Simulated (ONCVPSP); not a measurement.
**Building the ONCV potential for Er (Z = 68) (LDA (Perdew-Wang 92), scalar-relativistic).**

```json
{
  "Element": "Er",
  "Generator": "ONCVPSP 4.0.1",
  "Type": "optimised norm-conserving Vanderbilt (ONCV)",
  "Functional": "LDA (Perdew-Wang 92)",
  "Relativity": "scalar-relativistic",
  "Frozen core": "[Kr] 4d10 4f11",
  "Valence charge": "11",
  "Reference configuration": "5s2 5p6 5d1.5 6s1.5",
  "Partial waves": "5s+6s: rc 1.85 bohr, ncon 4, nbas 7, qcut 7.5 1/bohr, 2 projectors; 5p: rc 1.75 bohr, ncon 3, nbas 7, qcut 8.1 1/bohr, 2 projectors, debl 2.5 Ha; 5d: rc 3.05 bohr, ncon 3, nbas 8, qcut 5.9 1/bohr, 2 projectors, debl 3.4 Ha",
  "Local potential": "polynomial inside 1.30 bohr (lpopt 5, dvloc0 1 Ha)",
  "Core correction": "none"
}
```

All-electron outer shells of the reference configuration (LDA (PZ), scalar-relativistic, ld1.x):

| shell | level (eV) | outermost node (bohr) | outermost maximum (bohr) |
| --- | --- | --- | --- |
| 5s | -55.46 | 0.60 | 1.10 |
| 5p | -29.23 | 0.65 | 1.26 |
| 4f | -9.01 | – | 0.51 |
| 6s | -4.38 | 1.49 | 3.18 |
| 5d | -1.91 | 0.73 | 1.93 |

(1) Estimate the cutoffs (Ha) at which the residual kinetic energy of the hardest occupied pseudo-wave falls to 1 and 0.1 mHa per electron.

(2) Does the potential have ghost states?

## Answers

(1) 20 Ha and 25 Ha.

(2) Ghosts flagged at negative energy: d at -18.4 eV; GHOST(+) flagged for s at 139.1 eV. A true bound ghost makes a file unfit for plane-wave use.

Its largest configuration-test error is +1.8 meV (5s2 5p6 5d1 6s2). 2 of 4 tests not solved or not reliable. Not counted: 5s2 5p6 5d0 6s2 (all-electron energy unsafe for a near-neutral lanthanide with less than one 5d electron, printed error -10 meV).
